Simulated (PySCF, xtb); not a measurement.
C3H4FNSi, SMILES F[Si@H]1C=CC=N1.

Harmonic wavenumbers (cm⁻¹) from xtb 6.7.1 with GFN2-xTB at its own minimum, in rising order: 126, 168, 348, 415, 489, 551, 625, 669, 736, 765, 835, 880, 897, 914, 991, 1084, 1242, 1287, 1555, 1634, 2434, 3022, 3083, 3122.

Q: What does ωB97X-D3(BJ)/def2-SVP (PySCF) give at its own minimum? (The exact figures need the calculation; the answer reports its results.)

A: 143, 230, 407, 453, 525, 666, 722, 750, 770, 852, 884, 942, 961, 985, 1033, 1093, 1321, 1371, 1643, 1731, 2320, 3107, 3202, 3254. Paired by order, the mean absolute difference is 72 cm⁻¹ and the zero-point energies are 39.8 and 42.0 kcal/mol.
